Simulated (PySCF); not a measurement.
PBr: energy against distance

Set-up: P def2-TZVPPD, Br def2-TZVPPD; no relativity (PySCF 2.14). Energies in eV from P + Br in their ground configurations at the same level. State: ³Σ⁻ (triplet), unpaired electrons π ↑↑.

| R (Å) | UHF-MP2 | M06 | UHF-CCSD |
| --- | --- | --- | --- |
| 1.875 | -1.547 | -1.834 |  |
| 1.962 | -2.207 | -2.479 | -1.962 |
| 2.049 | -2.562 | -2.822 | -2.336 |
| 2.115 | -2.684 | -2.938 | -2.471 |
| 2.180 | -2.716 | -2.966 | -2.516 |
| 2.245 | -2.682 | -2.927 | -2.492 |
| 2.333 | -2.561 | -2.801 | -2.384 |
| 2.442 | -2.331 | -2.565 | -2.167 |
| 2.572 | -1.973 | -2.222 | -1.843 |
| 2.747 | -1.289 | -1.738 |  |

Question: Put a parabola through the three lowest points of the UHF-MP2 curve and estimate Re, k and ωe (reduced mass 22.24 u; 1 eV/Å² = 0.16022 mdyn/Å; ωe = 1302.8·√(k/μ) cm⁻¹).

Answer: Through R = 2.115, 2.18, 2.245 Å the second-order coefficient is 7.81 eV/Å², so Re ≈ 2.179 Å, k ≈ 2.50 mdyn/Å and ωe ≈ 437 cm⁻¹. A polynomial fit of higher order to the unrounded UHF-MP2 energies gives Re = 2.176 Å, k = 2.55 mdyn/Å, ωe = 441 cm⁻¹; anharmonicity and rounding make the difference.

The higher-order fit for each curve: UHF-MP2: Re = 2.176 Å, ωe = 441 cm⁻¹, De = 2.72 eV; M06: Re = 2.172 Å, ωe = 443 cm⁻¹, De = 2.97 eV; UHF-CCSD: Re = 2.187 Å, ωe = 434 cm⁻¹, De = 2.52 eV.

Correlated steps freeze 14 core orbitals. Spin–orbit coupling is left out. The state was picked by a PBE0 search and need not be the measured ground state.
